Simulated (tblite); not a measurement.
Species: C6H10N2.
Bonds: C1–C2 (triple), C2–C3, C3–N4, N4–N5, N5–C6 (double), C6–C7, C6–C8. Hydrogens: H9 on C1; H10, H11 on C3; H12 on N4; H13, H14, H15 on C7; H16, H17, H18 on C8.

A start from a force field or distance geometry was refined with GFN2-xTB geometry optimisation, gas phase (tblite 0.8.0). Values at the start:

```csv
coordinate,start
C1≡C2,1.220 Å
C1–H9,1.071 Å
C2–C3,1.459 Å
C3–N4,1.471 Å
C3–H10,1.093 Å
N4–N5,1.413 Å
N4–H12,1.032 Å
N5=C6,1.289 Å
C6–C7,1.484 Å
C6–C8,1.492 Å
C7–H13,1.141 Å
C8–H16,1.123 Å
C1–C2–C3,178.3°
C2–C3–N4,110.4°
C3–N4–N5,120.3°
N4–N5–C6,120.8°
N5–C6–C7,123.8°
N5–C6–C8,116.5°
C7–C6–C8,119.8°
C2–C3–N4–N5,-60°
C3–N4–N5–C6,122°
N4–N5–C6–C7,-1°
```

Task: How do these coordinates change at the GFN2-xTB level?

Result: 
| coordinate | GFN2-xTB (Å or °) | change |
| --- | --- | --- |
| N4–N5 | 1.349 | -0.064 |
| C7–H13 | 1.086 | -0.055 |
| C8–H16 | 1.090 | -0.033 |
| C6–C7 | 1.509 | +0.025 |
| C1≡C2 | 1.197 | -0.023 |
| C1–H9 | 1.049 | -0.022 |
| N5=C6 | 1.268 | -0.021 |
| C3–N4 | 1.451 | -0.020 |
| N4–H12 | 1.020 | -0.012 |
| C3–H10 | 1.097 | +0.004 |
| C2–C3 | 1.455 | -0.004 |
| C6–C8 | 1.496 | +0.004 |
| C3–N4–N5 | 114.4 | -5.9 |
| C1–C2–C3 | 174.9 | -3.4 |
| C7–C6–C8 | 117.1 | -2.7 |
| C2–C3–N4 | 112.8 | +2.4 |
| N4–N5–C6 | 122.7 | +1.9 |
| N5–C6–C7 | 125.5 | +1.7 |
| N5–C6–C8 | 117.4 | +0.9 |
| C3–N4–N5–C6 | 158 | +36 |
| C2–C3–N4–N5 | -89 | -29 |
| N4–N5–C6–C7 | -4 | -3 |

The energy falls by 87.9 kJ/mol over 151 L-BFGS steps, the largest force on an atom goes from 2.49 to 0.006 eV/Å, and the atoms move by 0.778 Å rms after alignment. The bond that changes most is N4–N5 (ends: nitrogen bonded to C, N and H; C=N nitrogen), which shortens by 0.064 Å. Bonds longer at the end by more than 0.005 Å: 1 of 17; shorter: 12. Among the dihedrals that turn most is H12–N4–N5–C6, from -57° to 20°. Rotational constants go from 3170, 1228, 1111 to 3980, 986.8, 973.5 MHz.

Its GFN2-xTB frequencies are all real (lowest 45 cm⁻¹). One conformer, not necessarily the lowest. 3 starts were optimised and ended at 0.00, 1.09 and 3.04 kcal/mol (GFN2-xTB); the lowest of these is shown.

All values are computed, not measured.
